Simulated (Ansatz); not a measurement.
Born–Oppenheimer molecular dynamics of CH₅ClGe (8 atoms, charge 0, multiplicity 1). It starts from a relaxed structure.

Theory: RKS B3LYP-D4/def2-SVP (Ansatz).

- ensemble: NVT, Langevin thermostat
- time step: 0.25 fs
- steps asked: 250
- set temperature: 300 K
- friction: 0.005 /fs
- seed: 910584

Frames 5 fs apart, positions in Å, forces in eV/Å.

Velocities at 0.0 fs (Å/ps):

```
Ge 0.77 -1.03 -0.16
C -4.42 3.97 0.62
H -12.82 -10.85 24.44
H 28.16 -4.56 -12.06
H -6.08 -11.83 -0.83
Cl -0.23 3.11 0.02
H 4.81 -12.40 -13.47
H -8.34 -42.80 5.68
```

```xyz
8
Properties=species:S:1:pos:R:3:forces:R:3 time_fs=0.0 energy_less_start_eV=0.000 T=262
Ge -0.036 -0.013 0.012 -0.01 0.00 -0.01
C 0.004 -0.002 1.965 0.00 0.00 0.00
H -1.020 -0.085 2.363 0.01 0.00 0.00
H 0.602 -0.849 2.332 0.00 0.00 0.00
H 0.454 0.934 2.325 0.00 0.00 0.00
Cl 2.026 0.157 -0.700 0.00 0.00 0.00
H -0.804 1.193 -0.564 0.00 0.00 0.00
H -0.593 -1.335 -0.554 0.00 0.00 0.00
8
Properties=species:S:1:pos:R:3:forces:R:3 time_fs=5.0 energy_less_start_eV=0.127 T=163
Ge -0.033 -0.020 0.011 -0.64 -1.27 -0.26
C -0.015 0.009 1.970 0.26 -0.71 0.31
H -1.016 -0.147 2.453 0.60 0.06 -0.44
H 0.691 -0.809 2.269 -0.56 0.32 -0.03
H 0.437 0.934 2.335 -0.05 0.33 0.05
Cl 2.024 0.171 -0.702 0.03 -0.03 0.06
H -0.792 1.149 -0.634 -0.11 0.02 -0.04
H -0.593 -1.484 -0.497 0.46 1.28 0.33
8
Properties=species:S:1:pos:R:3:forces:R:3 time_fs=10.0 energy_less_start_eV=0.113 T=170
Ge -0.032 -0.031 0.005 -0.22 0.84 0.46
C -0.029 0.009 1.974 0.95 1.36 -0.49
H -0.956 -0.228 2.470 -0.79 -0.15 0.09
H 0.713 -0.724 2.238 0.53 -0.73 0.36
H 0.367 0.981 2.353 -0.33 -0.33 -0.18
Cl 2.018 0.185 -0.704 0.12 -0.02 0.07
H -0.818 1.099 -0.710 0.03 -0.13 0.16
H -0.507 -1.389 -0.383 -0.29 -0.84 -0.47
8
Properties=species:S:1:pos:R:3:forces:R:3 time_fs=15.0 energy_less_start_eV=0.109 T=207
Ge -0.034 -0.040 0.001 -0.30 0.13 0.51
C -0.028 0.017 1.977 -0.09 -1.33 -0.09
H -0.982 -0.333 2.467 0.58 0.35 -0.62
H 0.766 -0.733 2.244 -0.43 0.65 0.03
H 0.234 1.000 2.333 0.25 0.59 0.39
Cl 2.010 0.198 -0.707 0.19 0.01 0.03
H -0.839 1.027 -0.760 -0.07 0.04 0.11
H -0.486 -1.444 -0.344 -0.12 -0.45 -0.36
8
Properties=species:S:1:pos:R:3:forces:R:3 time_fs=20.0 energy_less_start_eV=0.221 T=134
Ge -0.037 -0.050 -0.004 -0.61 -1.95 0.15
C -0.028 0.011 1.981 0.14 1.77 -1.05
H -0.955 -0.372 2.365 -0.82 -0.26 0.30
H 0.774 -0.645 2.259 0.78 -0.42 0.47
H 0.140 1.067 2.338 -0.02 -0.89 -0.13
Cl 1.999 0.209 -0.709 0.25 0.04 -0.03
H -0.868 0.966 -0.790 -0.18 0.16 0.06
H -0.503 -1.615 -0.396 0.45 1.55 0.23
8
Properties=species:S:1:pos:R:3:forces:R:3 time_fs=25.0 energy_less_start_eV=0.097 T=258
Ge -0.042 -0.067 -0.009 -0.21 -0.35 0.07
C -0.023 0.025 1.966 -0.26 -1.65 -0.55
H -1.005 -0.428 2.283 0.81 0.30 0.07
H 0.854 -0.581 2.333 -0.80 0.36 -0.25
H 0.067 1.025 2.325 0.04 1.11 0.42
Cl 1.991 0.223 -0.713 0.30 0.09 -0.10
H -0.923 0.935 -0.805 0.08 -0.01 0.30
H -0.447 -1.508 -0.429 0.05 0.16 0.04
8
Properties=species:S:1:pos:R:3:forces:R:3 time_fs=30.0 energy_less_start_eV=0.189 T=198
Ge -0.044 -0.088 -0.014 0.53 1.68 0.51
C -0.014 0.030 1.941 0.04 1.80 -0.05
H -0.940 -0.430 2.237 -0.73 -0.42 0.58
H 0.829 -0.492 2.376 0.40 -0.46 0.03
H 0.011 1.087 2.364 -0.09 -0.98 -0.67
Cl 1.991 0.238 -0.715 0.22 0.13 -0.14
H -0.977 0.899 -0.756 0.10 0.10 0.21
H -0.383 -1.422 -0.459 -0.47 -1.86 -0.48
8
Properties=species:S:1:pos:R:3:forces:R:3 time_fs=35.0 energy_less_start_eV=0.172 T=237
Ge -0.044 -0.110 -0.017 -0.06 -1.27 -0.54
C 0.001 0.050 1.920 -0.87 -1.99 0.52
H -0.942 -0.468 2.276 0.70 0.41 -0.16
H 0.850 -0.499 2.390 -0.26 0.30 -0.39
H -0.040 1.052 2.294 0.11 1.07 0.14
Cl 1.992 0.255 -0.716 0.05 0.10 -0.14
H -1.002 0.902 -0.670 0.03 0.07 -0.03
H -0.420 -1.626 -0.557 0.29 1.31 0.60
8
Properties=species:S:1:pos:R:3:forces:R:3 time_fs=40.0 energy_less_start_eV=0.100 T=337
Ge -0.045 -0.137 -0.025 -0.13 -0.53 -0.36
C 0.007 0.037 1.911 -0.25 0.78 -0.01
H -0.865 -0.463 2.309 -0.70 -0.28 0.30
H 0.868 -0.471 2.333 0.55 0.03 0.17
H -0.054 1.117 2.212 0.29 -0.74 -0.21
Cl 1.994 0.276 -0.717 -0.11 0.03 -0.10
H -1.017 0.939 -0.582 0.16 -0.17 -0.14
H -0.414 -1.607 -0.554 0.19 0.88 0.35
8
Properties=species:S:1:pos:R:3:forces:R:3 time_fs=45.0 energy_less_start_eV=0.194 T=233
Ge -0.045 -0.164 -0.035 0.52 2.28 0.93
C 0.011 0.025 1.906 0.15 -1.13 0.01
H -0.876 -0.467 2.368 0.42 0.19 -0.10
H 0.961 -0.428 2.280 -0.56 0.30 0.02
H -0.023 1.089 2.092 0.11 0.58 0.38
Cl 1.993 0.299 -0.718 -0.19 -0.05 -0.08
H -1.005 0.943 -0.520 0.06 -0.08 -0.30
H -0.399 -1.472 -0.495 -0.50 -2.10 -0.85
8
Properties=species:S:1:pos:R:3:forces:R:3 time_fs=50.0 energy_less_start_eV=0.139 T=294
Ge -0.041 -0.187 -0.042 -0.21 -0.57 0.05
C 0.027 0.000 1.905 -0.17 1.06 -0.46
H -0.838 -0.455 2.416 0.23 0.03 0.04
H 0.992 -0.356 2.237 0.35 -0.50 0.47
H 0.047 1.113 2.050 -0.22 -0.66 0.14
Cl 1.992 0.323 -0.717 -0.24 -0.12 -0.05
H -0.992 0.925 -0.516 -0.04 -0.08 -0.37
H -0.441 -1.646 -0.564 0.30 0.84 0.19
8
Properties=species:S:1:pos:R:3:forces:R:3 time_fs=55.0 energy_less_start_eV=0.140 T=283
Ge -0.036 -0.208 -0.049 -0.36 -0.86 -0.20
C 0.047 -0.014 1.901 0.78 -0.26 -0.08
H -0.759 -0.472 2.489 -0.08 -0.01 -0.13
H 1.037 -0.366 2.256 -0.35 -0.16 -0.07
H 0.071 1.065 2.039 -0.23 0.46 0.26
Cl 1.987 0.349 -0.717 -0.21 -0.17 -0.04
H -0.989 0.867 -0.608 -0.01 -0.06 -0.14
H -0.453 -1.676 -0.616 0.46 1.06 0.41
```

Of the whole run (62 fs, mean temperature of the second half 284 K): A run of 0.062 ps of so small a system gives no equilibrium averages.

Run time: 6.3 min on 2 threads of Arm Neoverse V2, on a shared host, peak memory 0.18 GiB.
